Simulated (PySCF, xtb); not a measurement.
C4H4ClF, SMILES C=C(F)/C=C\Cl. The values are those of a single conformer.

Harmonic wavenumbers (cm⁻¹) from GFN2-xTB run with xtb at its own minimum, in rising order: 53, 148, 291, 294, 419, 569, 663, 691, 739, 778, 861, 872, 875, 938, 1179, 1252, 1302, 1374, 1622, 1659, 3066, 3087, 3139, 3179.

**Question.** What does PBE-D3(BJ)/def2-SVP run with PySCF give at its own minimum? (An estimate is asked for; the answer gives what the named calculation found.)

**Answer.** 69, 158, 303, 312, 438, 604, 694, 695, 739, 741, 808, 880, 907, 930, 1177, 1268, 1340, 1360, 1605, 1668, 3113, 3116, 3141, 3224. Paired by order, the mean absolute difference is 21 cm⁻¹ and the zero-point energies are 41.5 and 41.9 kcal/mol.
